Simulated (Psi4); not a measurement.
CH3Mg (SMILES [CH3][Mg+]), charge +1, singlet, geometry from GFN2-xTB (such geometries of metal compounds can be far from the true shape), with bond 3-2 at 1.5 times its length; HF/6-31G run with Psi4.

Input for Psi4:
```
memory 2 GB

molecule {
1 1
  Mg   -0.66340694   -0.39668681   -0.52537335
  C     0.81021333    0.48447027    0.64163406
  H     1.56164646   -0.73824918    1.45425978
  H     0.29824984    1.18120060    1.32087899
  H     1.49018477    1.00289557   -0.04958766
}

set basis 6-31g
set stability_analysis check
set scf_type pk

energy('scf')
print_variables()
```

Question: Write the output that Psi4 gives for this input, abridged.

Answer: 
```
   => Loading Basis Set <=

    Name: 6-31G
    Role: ORBITAL
    Keyword: BASIS

         ---------------------------------------------------------
                                   SCF
               by Justin Turney, Rob Parrish, Andy Simmonett
                          and Daniel G. A. Smith
                              RHF Reference
         ---------------------------------------------------------

  ==> Geometry <==

    Molecular point group: c1
    Full point group: C1

    Geometry (in Angstrom), charge = 1, multiplicity = 1:

       Center              X                  Y                   Z               Mass
    ------------   -----------------  -----------------  -----------------  -----------------
         MG          -0.591294800733    -0.339167431320    -0.470138890245    23.985041697000
         C            0.882325469267     0.541989648680     0.696868519755    12.000000000000
         H            1.633758599267    -0.680729801320     1.509494239755     1.007825032230
         H            0.370361979267     1.238719978680     1.376113449755     1.007825032230
         H            1.562296909267     1.060414948680     0.005646799755     1.007825032230

  Running in c1 symmetry.

  Rotational constants: A =      3.57228  B =      0.37679  C =      0.36566 [cm^-1]
  Rotational constants: A = 107094.26734  B =  11295.87560  C =  10962.09675 [MHz]
  Nuclear repulsion =   33.783389029329385

  Charge       = 1
  Multiplicity = 1
  Electrons    = 20
  Nalpha       = 10
  Nbeta        = 10

  ==> Algorithm <==

  SCF Algorithm Type is PK.
  DIIS enabled.
  MOM disabled.
  Fractional occupation disabled.
  Guess Type is SAD.
  Energy threshold   = 1.00e-06
  Density threshold  = 1.00e-06
  Integral threshold = 1.00e-12

  ==> Primary Basis <==

  Basis Set: 6-31G
    Blend: 6-31G
    Number of shells: 18
    Number of basis functions: 28
    Number of Cartesian functions: 28
    Spherical Harmonics?: false
    Max angular momentum: 1

  ==> Integral Setup <==

  Using in-core PK algorithm.
   Calculation information:
      Number of atoms:                   5
      Number of AO shells:              18
      Number of primitives:             52
      Number of atomic orbitals:        28
      Number of basis functions:        28

      Integral cutoff                 1.00e-12
      Number of threads:                 1

  Performing in-core PK
  Using 165242 doubles for integral storage.
  We computed 14505 shell quartets total.
  Whereas there are 14706 unique shell quartets.

  ==> DiskJK: Disk-Based J/K Matrices <==

    J tasked:                  Yes
    K tasked:                  Yes
    wK tasked:                  No
    Schwarz Cutoff:          1E-12

  Minimum eigenvalue in the overlap matrix is 2.2701417862E-02.
  Reciprocal condition number of the overlap matrix is 5.1571682092E-03.
    Using symmetric orthogonalization.

  ==> Pre-Iterations <==

  SCF Guess: Superposition of Atomic Densities via on-the-fly atomic UHF (no occupation information).

   -------------------------
    Irrep   Nso     Nmo
   -------------------------
     A         28      28
   -------------------------
    Total      28      28
   -------------------------

  ==> Iterations <==

                        Total Energy        Delta E     RMS |[F,P]|

   @RHF iter SAD:  -238.20151004900109   -2.38202e+02   0.00000e+00
   @RHF iter   1:  -238.72265362390743   -5.21144e-01   1.29957e-02 DIIS/ADIIS
   @RHF iter   2:  -238.79184097392726   -6.91874e-02   9.23909e-03 DIIS/ADIIS
   @RHF iter   3:  -238.83107562945600   -3.92347e-02   1.03693e-03 DIIS/ADIIS
   @RHF iter   4:  -238.83307653970647   -2.00091e-03   3.85427e-04 DIIS/ADIIS
   @RHF iter   5:  -238.83331741872240   -2.40879e-04   9.14827e-05 DIIS
   @RHF iter   6:  -238.83334283983285   -2.54211e-05   1.86840e-05 DIIS
   @RHF iter   7:  -238.83334379548265   -9.55650e-07   3.52222e-06 DIIS
   @RHF iter   8:  -238.83334382533909   -2.98564e-08   7.26229e-07 DIIS
  Energy and wave function converged.

	Presorting SO-basis two-electron integrals.
	Sorting File: SO Ints (nn|nn) nbuckets = 1
	Constructing frozen core operators
	Starting first half-transformation.
	Sorting half-transformed integrals.
	First half integral transformation complete.
	Starting second half-transformation.
	Two-electron integral transformation complete.
	Starting first half-transformation.
	Sorting half-transformed integrals.
	First half integral transformation complete.
	Starting second half-transformation.
	Two-electron integral transformation complete.
    Lowest singlet (RHF->RHF) stability eigenvalues:
       A 0.163574         A 0.198000         A 0.245667         A 0.253441
       A 0.274062

    Lowest triplet (RHF->UHF) stability eigenvalues:
       A -0.020975        A 0.004249         A 0.142886         A 0.167239
       A 0.170528

  ==> Post-Iterations <==

    Orbital Energies [Eh]
    ---------------------

    Doubly Occupied:

[...]
      10A     -0.541629

    Virtual:

[...]
    Final Occupation by Irrep:
              A
    DOCC [    10 ]
    NA   [    10 ]
    NB   [    10 ]

  @RHF Final Energy:  -238.83334382533909

   => Energetics <=

    Nuclear Repulsion Energy =             33.7833890293293848
    One-Electron Energy =                -394.2509945703432095
    Two-Electron Energy =                 121.6342617156747394
    Total Energy =                       -238.8333438253390852

Computation Completed

Properties will be evaluated at   0.000000,   0.000000,   0.000000 [a0]

Properties computed using the SCF density matrix

 Multipole Moments:

 ------------------------------------------------------------------------------------
     Multipole            Electronic (a.u.)      Nuclear  (a.u.)        Total (a.u.)
 ------------------------------------------------------------------------------------

 L = 1.  Multiply by 2.5417464519 to convert [e a0] to [Debye]
 Dipole X            :         -5.0574894            3.3350505           -1.7224389
 Dipole Y            :         -2.4599628            1.5124118           -0.9475511
 Dipole Z            :         -4.0785922            2.7038181           -1.3747741
 Magnitude           :                                                    2.3988857

 ------------------------------------------------------------------------------------

  Variable Map:
  ----------------------------------------------------------------------------
[...]
  Array Variable Map:
  ----------------------------------------------------------------------------
[...]
[...]
```
